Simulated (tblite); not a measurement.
Compound: C4H4NO2S (doublet state).
SMILES with atom numbers: `[NH2:1][C:2](=[O:3])[C@H:4]1[S:5][CH:6][C:7]1=[O:8]` (hydrogens: H9, H10 on N1; H11 on C4; H12 on C6)
Bond orders are those of one Lewis drawing.

Computed with GFN2-xTB (tblite), gas phase: L-BFGS steps from a force-field or distance-geometry start until the largest atomic force falls under 0.01 eV/Å.

Step 0: E = -672.7759 eV
```
atom  x, y, z in Å  |  force x, y, z in eV/Å
N1      2.0090    0.2584    0.0945   -0.582  -0.027  -0.391
C2      0.9475   -0.6776    0.3273    3.895  -2.856   2.804
O3      1.2022   -1.7088    1.0291   -1.336   3.419  -2.722
C4     -0.3747   -0.3896   -0.2533    1.569  -0.563   0.431
S5     -1.6774   -1.3568    0.5701   -0.674   0.259  -0.650
C6     -2.3296    0.2288   -0.0912    0.656   0.187   0.017
C7     -0.9948    0.8807    0.2065   -1.705   3.268  -0.103
O8     -0.6366    1.9747    0.6408   -0.519  -3.211  -0.998
H9      2.0548    1.1833    0.5737   -0.255  -1.328  -1.013
H10     2.7253   -0.0332   -0.5950   -0.647   0.481   1.279
H11    -0.3754   -0.4702   -1.3541    0.088  -0.037   0.375
H12    -2.5492    0.1097   -1.1743   -0.490   0.407   0.972
```

Step 1: E = -673.1387 eV
```
atom  x, y, z in Å  |  force x, y, z in eV/Å
N1      2.0007    0.2582    0.0888   -0.223   0.007  -0.380
C2      1.0032   -0.7182    0.3675    0.204   4.476  -2.594
O3      1.1833   -1.6596    0.9905    0.836  -4.362   2.664
C4     -0.3522   -0.3977   -0.2471    1.051   0.161   0.670
S5     -1.6868   -1.3532    0.5610   -0.276   0.303  -0.690
C6     -2.3202    0.2311   -0.0910    0.335   0.339   0.136
C7     -1.0193    0.9273    0.2049   -2.644  -3.560  -2.505
O8     -0.6442    1.9289    0.6262    1.347   2.753   1.353
H9      2.0511    1.1647    0.5590   -0.208  -0.780  -0.640
H10     2.7160   -0.0262   -0.5769   -0.161   0.333   0.803
H11    -0.3741   -0.4709   -1.3486    0.217  -0.052   0.481
H12    -2.5562    0.1150   -1.1605   -0.478   0.381   0.702
```

Step 2: E = -673.4663 eV
```
atom  x, y, z in Å  |  force x, y, z in eV/Å
N1      1.9963    0.2582    0.0838   -0.027   0.091  -0.405
C2      1.0210   -0.6899    0.3558    0.239  -0.083   0.272
O3      1.1853   -1.6847    1.0031    0.233  -0.238  -0.068
C4     -0.3364   -0.3986   -0.2393    0.619   0.147   0.489
S5     -1.6920   -1.3495    0.5522   -0.080   0.185  -0.631
C6     -2.3145    0.2349   -0.0897   -0.291   0.044  -0.083
C7     -1.0499    0.9089    0.1821   -0.096   0.740  -0.375
O8     -0.6343    1.9403    0.6343   -0.280  -1.057  -0.393
H9      2.0482    1.1522    0.5491   -0.240  -0.249  -0.374
H10     2.7119   -0.0212   -0.5644    0.280   0.126   0.483
H11    -0.3718   -0.4715   -1.3428    0.281  -0.098   0.515
H12    -2.5625    0.1202   -1.1502   -0.637   0.392   0.569
```

Step 3: E = -673.5392 eV
```
atom  x, y, z in Å  |  force x, y, z in eV/Å
N1      1.9943    0.2595    0.0761   -0.101   0.043  -0.352
C2      1.0320   -0.6846    0.3581    0.003  -0.858   0.655
O3      1.1886   -1.6935    1.0042    0.269   0.357  -0.413
C4     -0.3216   -0.3970   -0.2295    0.224   0.149   0.325
S5     -1.6951   -1.3454    0.5397    0.023   0.150  -0.572
C6     -2.3169    0.2368   -0.0906   -0.316   0.053   0.063
C7     -1.0612    0.9165    0.1698   -0.080  -0.156  -0.490
O8     -0.6360    1.9259    0.6301   -0.018  -0.084  -0.064
H9      2.0436    1.1441    0.5401   -0.219   0.116  -0.178
H10     2.7146   -0.0176   -0.5528    0.618  -0.028   0.235
H11    -0.3669   -0.4732   -1.3331    0.339  -0.099   0.523
H12    -2.5741    0.1278   -1.1381   -0.741   0.357   0.267
```

Problem. Estimate the geometry and energy of step 4. (The exact step hangs on the optimiser's Hessian estimate; all steps are aligned on step 3, rigid shifts and turns removed.)

Solution. E = -673.6492 eV, largest force 1.187 eV/Å
```
atom  x, y, z in Å  |  force x, y, z in eV/Å
N1      1.9873    0.2626    0.0540   -0.285  -0.249  -0.332
C2      1.0534   -0.6920    0.3759   -0.367  -0.166   0.128
O3      1.2011   -1.7036    0.9981    0.602  -0.353   0.093
C4     -0.2897   -0.3909   -0.2043   -0.631   0.089  -0.002
S5     -1.7006   -1.3346    0.5039    0.094  -0.098  -0.343
C6     -2.3269    0.2420   -0.0897   -0.451  -0.073   0.197
C7     -1.0890    0.9176    0.1320    1.061   0.352   0.399
O8     -0.6357    1.9067    0.6249   -0.341  -0.103  -0.342
H9      2.0302    1.1319    0.5193   -0.205   0.687   0.146
H10     2.7338   -0.0118   -0.5261    1.072  -0.260  -0.019
H11    -0.3500   -0.4784   -1.3034    0.485  -0.122   0.395
H12    -2.6128    0.1499   -1.1106   -1.034   0.295  -0.320
```

The energy changes by -0.1100 eV. The first-order estimate −F·Δx gives -0.1821 eV and the mean of the old and new forces, exact on a quadratic surface, -0.1099 eV. The step makes an angle of 40° with the force vector and moves no atom by more than 0.052 Å.

What follows is the cost of the whole relaxation. Time: 0.36 s wall. Hardware: one thread of an Arm Neoverse V2, no GPU, shared host.
